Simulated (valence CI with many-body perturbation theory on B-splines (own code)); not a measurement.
E1 transitions of Eu⁵⁸⁺

Method: valence CI with perturbative core correlation (CI+MBPT): three valence electrons over a frozen Dirac-Fock core [He], radial functions for each j: 11 s, 11 p, 10 d, 8 f, 5 g, 2 h, with the one-electron correlation potential Σ1 (screened to all orders), the two-electron term Σ2, the three-electron term Σ3, Breit, model QED; selected single and double excitations, second order for the rest, scaled by the run's own slope (own B-spline code, finite nucleus).

The last digits are not significant, and no measured levels were compared; by estimate large intervals hold to a few tenths of a per cent, small ones and those within an open d or f shell to about a per cent.

Lines 51 to 100 of 576 in falling wavelength, among levels below 10623 eV, chosen from the strongest by gf and those to the six lowest levels. Wavelengths and rates use the calculated energies. Electric multipoles are in the length gauge, E1 and E2 with the static RPA response of the core. Weak lines are less certain than strong ones. Lines between different terms over intervals too small for the method are left out, as are lines whose strength nearly cancels. The highest levels of a list are the least certain.

Levels are named by their leading jj configuration (3d3/2^4 stands for four electrons in 3d with j = 3/2), which in mixed levels can hold well under half, so a name can repeat and another be missing. Letters in brackets count levels of one name in rising energy.

```csv
λ vac (nm),Upper,Lower,A (s⁻¹),S (a.u.)
10.85,(2s^2 4p3/2) J=3/2,(2s^2 4s) J=1/2,7.18e+10,1.81e-01
10.80,(2s 2p1/2 4p3/2) J=3/2 [a],(2s 2p1/2 4s) J=1/2 [a],7.56e+10,1.88e-01
10.75,(2s 2p1/2 4p3/2) J=5/2,(2s 2p1/2 4s) J=3/2,7.92e+10,2.92e-01
10.69,(2p1/2 2p3/2 3d5/2) J=3/2 [a],(2p1/2 2p3/2 3p3/2) J=1/2 [a],1.12e+10,2.69e-02
10.66,(2s 2p1/2 4p3/2) J=3/2 [b],(2s 2p1/2 4s) J=3/2,3.22e+10,7.72e-02
8.817,(2p3/2^2 3d5/2) J=5/2 [a],(2p3/2^2 3p3/2) J=5/2,1.22e+10,2.47e-02
8.552,(2s 2p1/2 2p3/2) J=3/2 [a],(2s^2 2p3/2) J=3/2,6.52e+08,8.05e-04
7.939,(2p1/2 2p3/2 3p3/2) J=7/2,(2s 2p3/2 3p3/2) J=5/2 [b],1.65e+10,3.26e-02
6.834,(2s 2p1/2 2p3/2) J=5/2,(2s^2 2p3/2) J=3/2,5.95e+09,5.63e-03
5.973,(2s 2p1/2^2) J=1/2,(2s^2 2p1/2) J=1/2,1.55e+10,3.26e-03
5.879,(2p1/2 2p3/2 3p3/2) J=7/2,(2s 2p3/2 3p3/2) J=5/2 [a],2.33e+10,1.87e-02
5.798,(2p1/2^2 3p3/2) J=3/2,(2s 2p1/2 3p3/2) J=1/2,6.96e+10,2.68e-02
5.691,(2p1/2^2 4f7/2) J=7/2,(2s 2p1/2 4f7/2) J=9/2,2.34e+10,1.71e-02
5.667,(2p1/2 2p3/2 3p3/2) J=3/2 [a],(2s 2p3/2 3p3/2) J=3/2 [a],4.84e+10,1.74e-02
5.642,(2p1/2^2 2p3/2) J=3/2,(2s 2p1/2 2p3/2) J=1/2,1.07e+10,3.79e-03
5.608,(2p1/2^2 4d5/2) J=5/2,(2s 2p1/2 4d5/2) J=7/2,2.91e+10,1.52e-02
5.562,(2p1/2 2p3/2 3d5/2) J=7/2 [a],(2s 2p3/2 3d5/2) J=9/2,2.05e+10,1.39e-02
5.428,(2p1/2^2 3d5/2) J=5/2,(2s 2p1/2 3d5/2) J=7/2,3.22e+10,1.52e-02
5.303,(2p1/2 2p3/2 3p3/2) J=5/2 [b],(2s 2p3/2 3p3/2) J=5/2 [a],3.61e+10,1.60e-02
5.219,(2p1/2 2p3/2 3d3/2) J=5/2 [b],(2p1/2 2p3/2 3p1/2) J=3/2 [b],6.15e+10,2.59e-02
5.160,(2s 2p1/2 2p3/2) J=1/2,(2s^2 2p3/2) J=3/2,1.25e+10,1.70e-03
5.141,(2s 2p1/2 3d3/2) J=3/2 [b],(2s 2p1/2 3p1/2) J=1/2 [b],7.57e+10,2.03e-02
5.128,(2s 2p1/2 2p3/2) J=3/2 [b],(2s^2 2p3/2) J=3/2,8.91e+09,2.37e-03
5.105,(2p1/2 2p3/2 3d3/2) J=3/2 [b],(2p1/2 2p3/2 3p1/2) J=3/2 [b],6.09e+10,1.60e-02
5.002,(2s 2p1/2 3d3/2) J=1/2,(2s 2p1/2 3p1/2) J=1/2 [b],1.42e+11,1.76e-02
4.946,(2p3/2^2 3p3/2) J=5/2,(2p3/2^2 3s) J=3/2,1.12e+11,4.01e-02
4.934,(2p1/2 2p3/2 3d3/2) J=1/2 [b],(2p1/2 2p3/2 3p1/2) J=3/2 [b],1.23e+11,1.46e-02
4.924,(2s 2p3/2 3d3/2) J=5/2 [a],(2s 2p3/2 3p1/2) J=5/2,9.60e+10,3.40e-02
4.917,(2p3/2^2 3p3/2) J=1/2,(2p3/2^2 3s) J=3/2,2.30e+11,2.70e-02
4.904,(2p3/2^2 3d3/2) J=3/2 [b],(2p3/2^2 3p1/2) J=1/2,1.33e+11,3.10e-02
4.897,(2p3/2^2 3d3/2) J=5/2,(2p3/2^2 3p1/2) J=5/2,8.44e+10,2.93e-02
4.883,(2p3/2^2 3d3/2) J=3/2 [a],(2p3/2^2 3p1/2) J=3/2,1.29e+11,2.96e-02
4.879,(2s 2p3/2 3d3/2) J=5/2 [a],(2s 2p3/2 3p1/2) J=3/2 [a],7.29e+10,2.51e-02
4.868,(2p3/2^2 3d3/2) J=7/2,(2p3/2^2 3p1/2) J=5/2,1.66e+11,7.58e-02
4.851,(2p3/2^2 3d3/2) J=5/2,(2p3/2^2 3p1/2) J=3/2,7.66e+10,2.59e-02
4.831,(2s 2p3/2 3d3/2) J=7/2,(2s 2p3/2 3p1/2) J=5/2,1.51e+11,6.70e-02
4.828,(2p1/2 2p3/2 3d3/2) J=3/2 [a],(2p1/2 2p3/2 3p1/2) J=3/2 [a],5.31e+10,1.18e-02
4.818,(2s 2p3/2 3d3/2) J=5/2 [b],(2s 2p3/2 3p1/2) J=3/2 [b],1.69e+11,5.61e-02
4.805,(2s 2p1/2 3d3/2) J=3/2 [a],(2s 2p1/2 3p1/2) J=1/2 [a],1.56e+11,3.42e-02
4.804,(2p1/2 2p3/2 3d3/2) J=5/2 [a],(2p1/2 2p3/2 3p1/2) J=3/2 [a],1.21e+11,3.97e-02
4.785,(2p3/2^2 3d3/2) J=1/2,(2p3/2^2 3p1/2) J=3/2,1.69e+11,1.83e-02
4.773,(2s 2p3/2 3d3/2) J=3/2 [a],(2s 2p3/2 3p1/2) J=3/2 [a],1.47e+11,3.15e-02
4.770,(2s^2 3d3/2) J=3/2,(2s^2 3p1/2) J=1/2,1.65e+11,3.54e-02
4.769,(2s 2p1/2 3d3/2) J=5/2,(2s 2p1/2 3p1/2) J=3/2,1.53e+11,4.92e-02
4.763,(2s 2p3/2 3p3/2) J=3/2 [a],(2s 2p3/2 3s) J=3/2 [a],2.07e+11,4.42e-02
4.761,(2p3/2^2 3p3/2) J=7/2,(2p3/2^2 3s) J=5/2,2.68e+11,1.14e-01
4.761,(2p3/2^2 3p3/2) J=5/2,(2p3/2^2 3s) J=5/2,1.35e+11,4.32e-02
4.760,(2p1/2 2p3/2 3d3/2) J=7/2,(2p1/2 2p3/2 3p1/2) J=5/2,1.44e+11,6.12e-02
4.751,(2s 2p1/2 3p3/2) J=3/2 [b],(2s 2p1/2 3s) J=1/2 [b],1.40e+11,2.96e-02
4.729,(2s 2p3/2 3d3/2) J=1/2 [a],(2s 2p3/2 3p1/2) J=3/2 [a],1.99e+11,2.08e-02
```
